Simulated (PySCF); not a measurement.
# How methods differ on the fine-structure interval of Pd⁺

Pd⁺ [Kr] 4d9 [4d3/2^4 4d5/2^5, M_J = 5/2] → Pd⁺ [Kr] 4d9 [4d3/2^3 4d5/2^6, M_J = 3/2], as a difference of total energies. All numbers are calculated (PySCF 2.14, the two-component X2C-1e Hamiltonian, in x2c-TZVPall-2c with one added diffuse shell each of s, p, d type (9s10p8d1f, 86 functions)). Correlated levels: [Ar] 3d10 frozen; the 6 highest virtual spinors dropped. "Screened" scales the spin-orbit matrix elements by Boettger's factors to mimic the two-electron term; Breit and QED terms are absent.

| method | fine-structure interval (cm⁻¹) |
| --- | --- |
| GHF (screened spin-orbit) | 3619.4 |
| GMP2 (screened spin-orbit) | 3952.0 |
| GHF (bare spin-orbit) | 4712.1 |

Errors of the correlated levels include the incompleteness of this basis and the frozen core.

Problem. Which method comes closest to the reference value, and which is furthest?

Solution. The reference is 3539.2 cm⁻¹ (measured; NIST Handbook of Basic Atomic Spectroscopic Data (Sansonetti and Martin, J. Phys. Chem. Ref. Data 34, 1559 (2005))). Closest: GHF (screened spin-orbit) (error 80.182 cm⁻¹); furthest: GHF (bare spin-orbit) (error 1172.9 cm⁻¹).
